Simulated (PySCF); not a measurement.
Input file for PySCF: R-HF/3-21G on CH3F2In (SMILES [CH3][In]([F])[F]), a point of a torsion scan.

```python
from pyscf import gto, scf, dft, mp
from pyscf.data.elements import chemcore

mol = gto.M(
    atom='''
    C    -1.13828283   -0.10352735    0.00052987
    In    1.07350661    0.10648489   -0.01522628
    F     2.34170510   -1.37592793    0.26843307
    F     2.05746220    1.78636910   -0.32548079
    H    -1.47923329    0.22628816    0.97449929
    H    -1.34342332   -1.15287413   -0.16929262
    H    -1.51358259    0.53098493   -0.79264591
    ''',
    basis='3-21g',
    charge=0, spin=0, verbose=3, max_memory=1800)
mf = scf.RHF(mol)
mf.conv_tol = 1e-8
mf.max_cycle = 100
mf.kernel()
if not mf.converged:
    mf = mf.newton().run(mf.mo_coeff, mf.mo_occ)
```

Output:

```
converged SCF energy = -5952.01165824051
```

The calculation finished and met its thresholds.

Cost: about 0.8 core-seconds (a rough figure).
